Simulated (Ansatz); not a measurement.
An input meant for Sn₁₁PH₂₂⁺, a doped cluster cut from the lattice of tin (P on a surface site) (charge 1, singlet).

```yaml
crystal:
  periodic: [false, false, false]
  atoms:
    - {symbol: Sn, position_ang: [-1.620964, 0.389948, -2.245166]}
    - {symbol: Sn, position_ang: [-1.592648, 0.666955, 1.783934]}
    - {symbol: Sn, position_ang: [0.899453, -1.549053, -3.258253]}
    - {symbol: Sn, position_ang: [0.294468, -1.711111, 1.838793]}
    - {symbol: P, position_ang: [0.450969, -0.071279, -0.554182]}
    - {symbol: Sn, position_ang: [0.500842, 0.677949, 3.375418]}
    - {symbol: Sn, position_ang: [-0.536153, -0.566535, -4.024245]}
    - {symbol: Sn, position_ang: [-0.692669, -0.455296, 0.695821]}
    - {symbol: Sn, position_ang: [-0.335780, 1.281345, -1.430460]}
    - {symbol: Sn, position_ang: [-0.534995, 1.572623, 2.899734]}
    - {symbol: Sn, position_ang: [1.846296, -0.360883, -1.670576]}
    - {symbol: Sn, position_ang: [1.578457, -0.441169, 2.728587]}
    - {symbol: H, position_ang: [-2.258376, -0.326599, -1.934302]}
    - {symbol: H, position_ang: [-2.391700, 1.204189, -2.643222]}
    - {symbol: H, position_ang: [-2.698615, 0.249652, 2.494068]}
    - {symbol: H, position_ang: [-2.108194, 1.313104, 1.038845]}
    - {symbol: H, position_ang: [0.399737, -2.160927, -2.673845]}
    - {symbol: H, position_ang: [1.386936, -1.951461, -3.558129]}
    - {symbol: H, position_ang: [-0.329101, -2.326986, 2.299490]}
    - {symbol: H, position_ang: [0.753639, -2.167555, 1.152452]}
    - {symbol: H, position_ang: [0.943192, 0.478607, -0.032495]}
    - {symbol: H, position_ang: [-0.066734, -0.006076, 4.693851]}
    - {symbol: H, position_ang: [1.139407, 1.344856, 4.630184]}
    - {symbol: H, position_ang: [-1.181259, -1.307949, -4.624508]}
    - {symbol: H, position_ang: [-0.192246, 0.223915, -4.129029]}
    - {symbol: H, position_ang: [-1.576035, -1.058363, 0.039408]}
    - {symbol: H, position_ang: [-0.707869, 1.949404, -0.544743]}
    - {symbol: H, position_ang: [0.413635, 1.671785, -2.028356]}
    - {symbol: H, position_ang: [-1.234856, 2.582747, 3.120031]}
    - {symbol: H, position_ang: [0.045842, 2.536658, 1.862491]}
    - {symbol: H, position_ang: [2.340840, -1.054238, -1.400277]}
    - {symbol: H, position_ang: [2.359389, 0.557717, -2.474712]}
    - {symbol: H, position_ang: [2.114031, -1.101294, 2.841632]}
    - {symbol: H, position_ang: [1.811690, 0.148185, 1.610052]}
basis:
  gaussian: {orbitals: def2-mTZVP, fitting: {mean_field: def2-universal-jkfit}}
total_charge: 1
magnetization: {spin_polarized: true, initial_magnetization: 0}
hamiltonian: {xc: {name: BHLYP}, dispersion: d3bj, pseudopotentials: {relativity: none}}
scf: {omitted_lower_state_checks: [starts]}
output: {forces: true}
```

```sh
$ ansatz run in.yaml --threads 2 --pin off --events-out ev --progress --plain --max-ram 32768MiB --backend cuda --devices 0, --max-vram 18GiB
```

It prints (some lines left out):

```
Functional definition: BHLYP
2922 factors; integrals over basis functions are off by at most 4.3e-1 eV
mean field evaluation 1: about -73363.4790 eV, gradient 4.0e1 eV
mean field evaluation 2: about -73360.0093 eV, gradient 4.9e1 eV
mean field evaluation 4: about -73371.5579 eV, gradient 3.0e0 eV
mean field evaluation 8: about -73371.5932 eV, gradient 1.9e-1 eV
mean field evaluation 16: about -73371.5934 eV, gradient 1.8e-4 eV
mean field -73371.59341708 eV, -2696.3563250254 hartree, gradient 3.9e-5 eV, S^2 0.000000; 0 other end points of the search recorded, 0 dependent functions left out
reference -73371.59375614 eV, -2696.3563374855 hartree; 139, 139 occupied and 345, 345 virtual orbitals, 2922 factors
Total energy: -73377.65766025 eV, -2696.5791818516 hartree
Atom 0 at    -1.620964     0.389948    -2.245166 Å, force    -4.172381    -5.178410   -31.622378 eV/Å
Atom 1 at    -1.592648     0.666955     1.783934 Å, force   -40.863995   -10.523383    10.685243 eV/Å
Atom 2 at     0.899453    -1.549053    -3.258253 Å, force   -92.594434   128.600718    60.152617 eV/Å
Atom 3 at     0.294468    -1.711111     1.838793 Å, force    -0.146552    29.059896    28.493307 eV/Å
Atom 4 at     0.450969    -0.071279    -0.554182 Å, force    -5.863486   -31.996233   -17.577893 eV/Å
Atom 5 at     0.500842     0.677949     3.375418 Å, force    96.515750   -68.561250   100.330648 eV/Å
Atom 6 at    -0.536153    -0.566535    -4.024245 Å, force   -46.573874   -51.553308     2.684278 eV/Å
Atom 7 at    -0.692669    -0.455296     0.695821 Å, force    -2.697753   -18.457648   -13.734019 eV/Å
Atom 8 at    -0.335780     1.281345    -1.430460 Å, force     2.895858    23.838281    19.726076 eV/Å
Atom 9 at    -0.534995     1.572623     2.899734 Å, force  -103.810467   138.904213   -31.929781 eV/Å
Atom 10 at     1.846296    -0.360883    -1.670576 Å, force   -21.724322    55.158749   -26.758671 eV/Å
Atom 11 at     1.578457    -0.441169     2.728587 Å, force     4.022192    30.242501   -19.128221 eV/Å
Atom 12 at    -2.258376    -0.326599    -1.934302 Å, force   -33.193416   -37.585254    17.048493 eV/Å
Atom 13 at    -2.391700     1.204189    -2.643222 Å, force   -16.095544    16.747427    -9.017296 eV/Å
Atom 14 at    -2.698615     0.249652     2.494068 Å, force    -7.546705    -4.051831     4.847625 eV/Å
Atom 15 at    -2.108194     1.313104     1.038845 Å, force   -16.944896    20.991181   -22.934234 eV/Å
Atom 16 at     0.399737    -2.160927    -2.673845 Å, force   -30.447280   -38.429240    36.429143 eV/Å
Atom 17 at     1.386936    -1.951461    -3.558129 Å, force   147.129317  -120.792640   -90.919874 eV/Å
Atom 18 at    -0.329101    -2.326986     2.299490 Å, force   -35.795114   -35.627881    27.507607 eV/Å
Atom 19 at     0.753639    -2.167555     1.152452 Å, force    34.806467   -34.834624   -50.605052 eV/Å
Atom 20 at     0.943192     0.478607    -0.032495 Å, force    24.485505    26.237684    26.131620 eV/Å
Atom 21 at    -0.066734    -0.006076     4.693851 Å, force    -1.816802    -2.226692     2.058896 eV/Å
Atom 22 at     1.139407     1.344856     4.630184 Å, force     2.800415     2.244780     3.531259 eV/Å
Atom 23 at    -1.181259    -1.307949    -4.624508 Å, force   -16.436262   -17.945617   -15.326395 eV/Å
Atom 24 at    -0.192246     0.223915    -4.129029 Å, force    37.428827    87.176675   -13.642485 eV/Å
Atom 25 at    -1.576035    -1.058363     0.039408 Å, force   -13.037383    -9.506498    -9.702084 eV/Å
Atom 26 at    -0.707869     1.949404    -0.544743 Å, force    -8.467237    16.039504    20.045263 eV/Å
Atom 27 at     0.413635     1.671785    -2.028356 Å, force    34.313664    19.008758   -27.770337 eV/Å
Atom 28 at    -1.234856     2.582747     3.120031 Å, force   -10.813358    15.407482     4.841803 eV/Å
Atom 29 at     0.045842     2.536658     1.862491 Å, force     2.440987     2.594883    -3.797770 eV/Å
Atom 30 at     2.340840    -1.054238    -1.400277 Å, force    48.717104   -66.019763    26.558068 eV/Å
Atom 31 at     2.359389     0.557717    -2.474712 Å, force     4.729132     9.728403    -6.692368 eV/Å
Atom 32 at     2.114031    -1.101294     2.841632 Å, force    64.480763   -76.042217    14.426155 eV/Å
Atom 33 at     1.811690     0.148185     1.610052 Å, force     4.275283     7.351353   -14.339239 eV/Å
Dipole moment:     0.124687    -0.331428    -0.716078 e Å
Checks for a lower state left out: starts
```

Something in this input is off. What?

The geometry is squeezed to about two thirds of its size. The run converged. The result belongs to that input, not to the species as meant.
